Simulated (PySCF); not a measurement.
Cl2FGeH3Si, SMILES F[Si](Cl)(Cl)[GeH3]. Heavy atoms are numbered as in [F:1][Si:2]([Cl:3])([Cl:4])[GeH3:5]. Hydrogens are named by the atom that carries them.

The structure is a stationary point at B3LYP-D3(BJ)/def2-SVP. This is a generated structure with no PubChem entry under its InChIKey; it may be hypothetical.

These are PBE/pcSseg-1 in PySCF values and carry that method's errors.

GIAO shieldings, no solvent; atoms alike by connectivity are averaged. δ = σ(ref) − σ: ¹⁹F against CFCl3 (σ = 133.6 ppm); ²⁹Si against TMS (σ = 335.4 ppm); ³⁵Cl against HCl (σ = 936.5 ppm); ⁷³Ge against GeH4 (σ = 1614.4 ppm); ¹H against TMS (σ = 31.49 ppm), references at their B3LYP-D3(BJ)/def2-TZVP geometries, non-relativistic (without spin–orbit terms, shifts of atoms bonded to Cl or Br come out too high).

```tsv
atoms	nucleus	count	δ (ppm)
F1	¹⁹F	1	-113.4
Si2	²⁹Si	1	…
Cl3	³⁵Cl	2	195.8
Ge5 (GeH3)	⁷³Ge	1	…
H on Ge5	¹H	3	4.12
```

Q: Fill in the missing entries. (The exact figures need the calculation; the answer reports its results.)

A: 
- Ge5 (GeH3), δ (ppm): 12.3
- Si2, δ (ppm): 33.3
